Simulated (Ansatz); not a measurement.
CH5AlClNO at its PBE0-D4/def2-TZVP geometry, where that method's forces vanish. The species carries charge 0 and has multiplicity 1. The bonds changed during the relaxation, so this is another structure than the one it started from.

```xyz
10

N     1.4835    0.8879   -1.1597
Al   -0.0893    0.8147   -0.3333
C    -0.3737   -0.7679    0.8822
O    -1.2217   -0.7853    1.8725
Cl   -1.4941   -0.7667   -1.1705
H     1.9309    1.7589   -1.3934
H     1.9430    0.1287   -1.6339
H    -0.8024    2.1535    0.1099
H     0.0769   -1.7436    0.6677
H    -1.4532   -1.6803    2.1585
```

(1) What forces (eV/Å) does B3LYP-D4/def2-TZVPP give on these atoms in Ansatz? (An estimate is asked.)

Results:

(1) Ansatz gave: 
```
N1  -0.008  0.011 -0.001
Al2 -0.042  0.177  0.096
C3   0.358 -0.060 -0.127
O4  -0.188 -0.038  0.241
Cl5 -0.176 -0.075 -0.247
H6   0.035 -0.004 -0.016
H7   0.030  0.004 -0.013
H8   0.060 -0.091 -0.029
H9  -0.034  0.087  0.045
H10 -0.033 -0.011  0.052
```

B3LYP here is the variant with VWN-RPA as its local correlation; programs differ in this.
